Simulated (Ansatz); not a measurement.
Program: Ansatz. Geometries: PBE0-D4/def2-TZVP. ΔE: electronic, gas phase. CBS: MP2 limit from def2 TZ/QZ plus the TZ coupled-cluster correction, frozen cores. This one scheme is used for every species. DFT in def2-TZVPP. B3LYP here is the variant with VWN-RPA as its local correlation; programs differ in this. Triplets are unrestricted, without spin–orbit coupling. Each species was taken in one conformer, which may not be the lowest.

Reaction (formal loss of a carbene): `BN(C)CC` → `BNCC` + `[CH2]` (triplet)

`BN(C)CC`:

Cartesian coordinates in Å:
```
B 0.315 0.552 -1.520
N -0.240 -0.204 -0.499
C -1.206 -1.250 -0.758
C 0.043 -0.080 0.922
C 1.035 0.993 1.300
H 1.110 1.411 -1.285
H -0.029 0.319 -2.643
H -2.151 -1.045 -0.243
H -1.396 -1.322 -1.827
H -0.838 -2.219 -0.399
H 0.401 -1.053 1.284
H -0.908 0.101 1.443
H 1.162 0.993 2.385
H 0.692 1.984 0.997
H 2.010 0.821 0.842
```

`BNCC`:

Cartesian coordinates in Å:
```
B -1.748 0.667 -0.731
N -0.371 0.583 -0.629
C 0.401 0.285 0.559
C 1.195 -1.002 0.433
H -2.235 0.911 -1.797
H -2.414 0.496 0.251
H 0.194 0.719 -1.454
H -0.301 0.218 1.393
H 1.080 1.117 0.779
H 1.897 -0.952 -0.404
H 1.773 -1.191 1.340
H 0.529 -1.851 0.263
```

`[CH2]` (triplet):

Z-matrix (Å, degrees):
```
C
H 1 1.079
H 1 1.079 2 134.9
```

Q: Is it downhill or uphill in electronic energy at CCSD(T)/CBS, and by how much? (An estimate is asked.)

A: Computed: Uphill: ΔE = +407.8 kJ/mol.

Q: What do these levels give: revPBE-D4, PBE0-D4, B3LYP-D4, r2SCANh-D4, r2SCAN0-D4, ωB97X-V, BHLYP, RPA@PBE/def2-TZVPP, CCSD(T)/def2-SVP, MP2/def2-TZVPP, SCS-MP2/def2-QZVPP, HF/CBS(def2)? (Best estimate.)

A: The calculation gave: revPBE-D4 402.4, PBE0-D4 403.9, B3LYP-D4 399.1, r2SCANh-D4 381.9, r2SCAN0-D4 379.3, ωB97X-V 417.5, BHLYP 377.1, RPA@PBE/def2-TZVPP 392.7, CCSD(T)/def2-SVP 393.1, MP2/def2-TZVPP 409.8, SCS-MP2/def2-QZVPP 416.9, HF/CBS(def2) 252.1 kJ/mol.

Largest T1 diagnostic among the species: 0.012.

At CCSD(T), def2-SVP lies −14.7 kJ/mol from the extrapolated value and def2-TZVPP −10.3 kJ/mol. From BLYP to BHLYP (50 % exact exchange), in def2-TZVPP and without D4, ΔE moves by −4.7 kJ/mol. The D4 term adds +13.3 kJ/mol with B3LYP and +7.1 kJ/mol with PBE0; it sums over pairs of atoms, weighted by their polarisabilities, and B3LYP, whose exchange is more repulsive, gets the larger term.
